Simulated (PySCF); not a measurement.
P⁺ (phosphorus, charge +1) across methods

[Ne] 3s2 3p2, high-spin 3P determinant. All numbers are calculated (PySCF 2.14, the non-relativistic Hamiltonian (point nucleus), in aug-cc-pwCVDZ).

```
   method  E (hartree)  mean ε 3s α (eV)  mean ε 3s β (eV)  mean ε 3p α (eV)  Σ⟨r²⟩ (bohr²)   ⟨S²⟩
  r2SCAN0    -340.8459           -26.330           -23.178           -16.629          20.81  2.008
      PBE    -340.7161           -23.949           -21.902           -14.991          20.81  2.003
   M06-2X    -340.8566           -27.222           -24.487           -17.159          20.78  2.003
      UHF   -340.34502           -31.000           -25.458           -19.720          21.04  2.012
     PBE0    -340.7471           -25.899           -23.124           -16.333          20.79  2.005
    B3LYP    -340.8974           -25.429           -23.061           -15.950          20.80  2.003
BHandHLYP    -340.8905           -27.608           -24.350           -17.402          20.82  2.005
      LDA    -339.5998           -23.971           -22.096           -14.936          20.85  2.001
```

**Question.** Estimate the same row for r2SCAN.

**Answer.** E (hartree) = -340.8456; mean ε 3s α (eV) = -24.603; mean ε 3s β (eV) = -22.019; mean ε 3p α (eV) = -15.424; Σ⟨r²⟩ (bohr²) = 20.81; ⟨S²⟩ = 2.008.
